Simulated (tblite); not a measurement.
Compound: C8H13OP.
Geometry (GFN2-xTB, Å), atoms numbered from 1 in this order:
```xyz
23
C8H13OP angstrom
C     -0.2912    3.1289    0.8543
C     -0.1776    2.0942    0.2547
P     -0.0262    0.6111   -0.7208
O      0.3370    0.8517   -2.1190
C     -1.6474   -0.1834   -0.4672
C     -2.3260   -0.5044   -1.5578
C     -2.1030   -0.4064    0.9364
C      1.2216   -0.3797    0.2243
C      1.2736   -1.7620   -0.4097
C      2.5498    0.3529    0.1078
H     -0.3858    4.0289    1.3906
H     -1.9090   -0.3001   -2.5308
H     -3.2991   -0.9691   -1.5248
H     -3.1592   -0.6665    0.9621
H     -1.9395    0.4928    1.5297
H     -1.5371   -1.2170    1.3962
H      0.9212   -0.4468    1.2737
H      0.3204   -2.2787   -0.2998
H      1.4854   -1.6647   -1.4738
H      2.0545   -2.3691    0.0460
H      3.3451   -0.2008    0.6048
H      2.8092    0.4703   -0.9433
H      2.4788    1.3447    0.5538
```

Computed with GFN2-xTB (tblite): harmonic, unscaled wavenumbers at the GFN2-xTB geometry, gas phase. Errors from tens to a few hundred cm⁻¹ against measured bands are possible. One conformer, not necessarily the lowest.

Harmonic wavenumbers (cm⁻¹): 49.2, 63.3, 89.1, 96.1, 108.9, 127.1, 184.4, 188.7, 207.9, 230.3, 239.6, 296.6, 313.7, 326.9, 393.1, 407.2, 433.8, 465.4, 614.9, 660.5, 664.1, 681.8, 711.8, 726.1, 913.7, 927.0, 939.9, 946.3, 983.5, 1007.2, 1021.7, 1038.8, 1136.5, 1170.7, 1205.8, 1241.3, 1269.9, 1292.1, 1384.2, 1401.4, 1404.8, 1416.2, 1470.9, 1477.8, 1481.4, 1488.0, 1491.9, 1497.6, 1693.5, 2205.9, 2933.9, 2996.0, 3007.1, 3011.3, 3013.6, 3014.4, 3015.1, 3023.0, 3026.7, 3032.0, 3081.3, 3114.3, 3361.1.

A = 1272, B = 1090, C = 843.2 MHz; mass 156.070 u (most abundant isotopes); point group C1, symmetry number 1.

What is the zero-point energy?

½Σν̃ = 40709 cm⁻¹ = 486.99 kJ/mol.

What is S at 273.15 K and 1 bar for an ideal gas of classical rigid rotors and harmonic oscillators?

Translation 170.02, rotation 124.42, vibration 168.36: S = 462.8 J/(mol K).

And Cp and H(273.15 K) − H(0)?

Cp = 197.54 J/(mol K), of which vibrations give 164.28 (their classical limit is 63 R = 523.8); H(273.15 K) − H(0) = 33.36 kJ/mol without the zero-point energy, 24.27 from vibrations.

Blend soft modes into free rotors: weight 1/[1 + (100 cm⁻¹/ν̃)⁴] for the oscillator and the rest for a rotor with moment μB/(μ + B), μ = h/(8π²ν), B = 10⁻⁴⁴ kg m². What vibrational entropy results?

156.42 J/(mol K) in place of 168.36, which changes −T·S at 273.15 K by +3.26 kJ/mol.

Which modes carry the vibrational entropy at 273.15 K?

49.2 cm⁻¹: 19.56; 63.3 cm⁻¹: 17.48; 89.1 cm⁻¹: 14.68; 96.1 cm⁻¹: 14.06; 108.9 cm⁻¹: 13.05; 127.1 cm⁻¹: 11.80 J/(mol K); the other 57 give 77.72 together.

Hindered rotation and anharmonicity are outside this model. Other conformers, if any are populated, would add a mixing term that is left out. The structure is chiral; the term R ln 2 for an equal mix with its mirror image is left out.
